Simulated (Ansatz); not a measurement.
Zn6O5, relaxed as a singlet with RKS r2SCAN-D4/def2-SVP in Ansatz, starting from the GFN1-xTB geometry. Force threshold 0.03 eV/Å.

Another isomer (singlet) lies 0.56 eV lower at PBE0-D4/def2-TZVP; other spin states weren't run for this one.

Start:

```csv
atom,x (Å),y (Å),z (Å)
Zn1,-0.599,0.051,2.881
Zn2,0.580,-1.113,-1.703
Zn3,0.195,-2.275,1.124
Zn4,1.214,-2.372,-3.651
Zn5,-0.011,1.920,-1.667
Zn6,-0.749,2.580,1.167
O7,0.449,0.462,-2.507
O8,-0.519,3.106,-0.483
O9,-0.899,1.763,2.703
O10,0.594,-2.472,-0.562
O11,-0.257,-1.651,2.698
```

| step | energy (eV) | largest force component (eV/Å) | SCF passes |
| --- | --- | --- | --- |
| 1 | -300701.1781 | 0.718 | 25 |
| 2 | -300701.3214 | 0.496 | 21 |
| 3 | -300701.4762 | 0.211 | 28 |
| 4 (rejected) | -300701.4676 | 0.189 | 22 |
| 5 | -300701.4873 | 0.046 | 22 |
| 6 | -300701.4879 | 0.002 | 22 |
| 7 | -300701.4879 | 0.004 | 15 |
| 8 | -300701.4880 | 0.005 | 16 |
| 9 | -300701.4880 | 0.009 | 16 |
| 10 | -300701.4882 | 0.014 | 22 |
| 11 | -300701.4887 | 0.022 | 22 |

Force components are those of the run's own axes.

End:

```xyz
11

Zn   -0.618    0.138    2.826
Zn    0.589   -1.160   -1.730
Zn    0.168   -2.048    1.076
Zn    1.287   -2.426   -3.913
Zn   -0.022    1.738   -1.498
Zn   -0.738    2.501    1.219
O     0.460    0.417   -2.554
O    -0.506    3.061   -0.435
O    -0.952    1.871    2.854
O     0.601   -2.507   -0.565
O    -0.269   -1.586    2.722
```

By distances, no bond broke or formed. The bond that changes most is Zn2–Zn4, from 2.40 to 2.62 Å (atoms count from 1).

The force fell under the threshold at step 6, but the optimiser went on. No frequencies were taken in this run, so the end may be a saddle point.

Run time 3.2 min (4 threads of Arm Neoverse N1 on a shared host), peak host memory 0.59 GiB.
